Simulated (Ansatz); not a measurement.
Compare A (`C[O][Ge][OH]`) with its isomer B (`O=C[O][GeH3]`).

Isolated molecules relaxed with PBE0-D4/def2-TZVP in Ansatz; ΔE leaves out vibrations. CCSD(T)/CBS is the MP2 limit (def2-TZVPP, def2-QZVPP) plus CCSD(T) − MP2 in def2-TZVPP, frozen cores. DFT in def2-TZVPP. B3LYP here is the variant with VWN-RPA as its local correlation; programs differ in this. For Ge outer-core shells are correlated without core-valence functions, which leaves a few kJ/mol of doubt a bond. Scalar relativity is left out up to krypton. Each species was taken in one conformer, which may not be the lowest.

A:

Z-matrix (Å, degrees):
```
C
O 1 1.412
H 1 1.094 2 109.1
H 1 1.092 2 112.3 3 121.0
H 1 1.094 2 109.1 3 -118.0
Ge 2 1.769 1 128.1 3 -120.1
O 6 1.800 2 97.8 1 0.0
H 7 0.961 6 112.9 2 -179.9
```

B:

```xyz
8

O    -0.5181   -1.7339   -0.2088
C     0.4951   -1.3730    0.3295
O     0.8606   -0.1154    0.4751
Ge   -0.3369    1.0893   -0.2310
H     1.2350   -2.0627    0.7638
H    -1.6672    0.9427    0.5073
H    -0.4404    0.8472   -1.7365
H     0.3718    2.4058    0.1005
```

**Question.** Which isomer does CCSD(T)/CBS put lower? Give the gap. (Best estimate.)

**Answer.** The calculation gave: A, by 17.9 kcal/mol.

**Question.** Give E(B) − E(A) in kcal/mol with CCSD/def2-TZVPP, ωB97M-V, B2PLYP, B3LYP-D4, PBE-D4, CCSD(T)/def2-TZVPP, r2SCAN-D4. (An estimate is asked.)

**Answer.** Ansatz gave: CCSD/def2-TZVPP 13.5, ωB97M-V 16.9, B2PLYP 16.3, B3LYP-D4 18.0, PBE-D4 16.2, CCSD(T)/def2-TZVPP 13.2, r2SCAN-D4 13.6. None reverses the order clearly.

Largest T1 diagnostic: 0.015.

From PBE to PBE0 (25 % exact exchange), in def2-TZVPP and without D4, E(B) − E(A) moves by −1.4 kcal/mol. In def2-TZVPP, CCSD(T) changes the Hartree–Fock value by +3.8 kcal/mol (the triples alone add −0.3 kcal/mol) and MP2 by +4.7 kcal/mol.
